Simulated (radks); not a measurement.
Valence configurations of Ga IV (all share [Ar]). All-electron calculation, scalar-relativistic Kohn-Sham, r2SCAN, spin-unpolarised, spherical densities, finite nucleus; meta-GGA in the generalised Kohn-Sham scheme; Fermi nuclear charge, rms radius 3.9973 fm. Program: a radial shooting solver on a logarithmic mesh with Libxc functionals. Energies are relative to 3d10; eigenvalues in eV.

valence      E (eV)    e(3d)    e(4p)    e(4s)
3d10          0.000  -52.875        -        -
3d9.5 4p0.5  14.182  -58.010  -28.034        -
3d9 4s1      19.987  -61.783        -  -39.145
3d9 4p1      30.046  -63.260  -29.728        -
3d8 4s2      45.578  -71.286        -  -42.541
3d8 4p2      67.356  -74.116  -32.896        -

NIST lists [Ar] 3d10 as the ground configuration; this level of theory agrees among the configurations tried. The energies are those of spherical spin-averaged densities, not of single terms.
